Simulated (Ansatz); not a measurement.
Two isomers of C2H10N2Si: A = `CC(N)N[SiH3]`, B = `CN[SiH](C)N`.

Calculated with Ansatz (gas phase, PBE0-D4/def2-TZVP geometries, no zero-point term in ΔE). CBS: MP2 limit from def2 TZ/QZ plus the TZ coupled-cluster correction, frozen cores. DFT in def2-TZVPP. B3LYP here is the variant with VWN-RPA as its local correlation; programs differ in this. Each species was taken in one conformer, which may not be the lowest.

(1) Which is lower in electronic energy at CCSD(T)/CBS, and by how much? (An estimate is asked.)

(2) Give E(B) − E(A) in kcal/mol with PBE0-D4, MP2/def2-TZVPP, CCSD(T)/def2-TZVPP, PBE-D4, B3LYP-D4, B2PLYP, HF/def2-TZVPP. (An estimate is asked.)

Largest T1 diagnostic: 0.010.

Answers

(1) Ansatz gave: B, by 36.4 kcal/mol.

(2) The calculation gave: PBE0-D4 -35.5, MP2/def2-TZVPP -36.6, CCSD(T)/def2-TZVPP -35.1, PBE-D4 -34.7, B3LYP-D4 -36.3, B2PLYP -36.5, HF/def2-TZVPP -35.7. None reverses the order clearly.

From PBE to PBE0 (25 % exact exchange), in def2-TZVPP and without D4, E(B) − E(A) moves by −0.8 kcal/mol.
